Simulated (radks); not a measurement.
Coulomb parameter of the 3d shell of the cobalt ion Co3+ in the model configuration [Ar] 3d5 4s1, as a second difference U = [E(n + 0.25) + E(n - 0.25) - 2 E(n)] / (0.25)^2 with all orbitals relaxed. "Bare": the charge of the atom changes with n. "Screened": the 4s shell takes up the change at fixed total charge, which measures U(3d,3d) + U(4s,4s) - 2 U(3d,4s). All-electron calculation, scalar-relativistic Kohn-Sham, BLYP, spin-unpolarised, spherical densities, finite nucleus; Fermi nuclear charge, rms radius 3.7875 fm. Program: a radial shooting solver on a logarithmic mesh with Libxc functionals.

case	configuration	E - E(n) (eV)
start	[Ar] 3d5 4s1	0.000
bare +0.25	[Ar] 3d5.25 4s1	-12.552
bare -0.25	[Ar] 3d4.75 4s1	13.846
screened +0.25	[Ar] 3d5.25 4s0.75	-4.205
screened -0.25	[Ar] 3d4.75 4s1.25	4.546

U(bare) = 20.694 eV, U(screened by 4s) = 5.466 eV, against the Slater integral F0(3d,3d) = 28.022 eV with frozen orbitals.
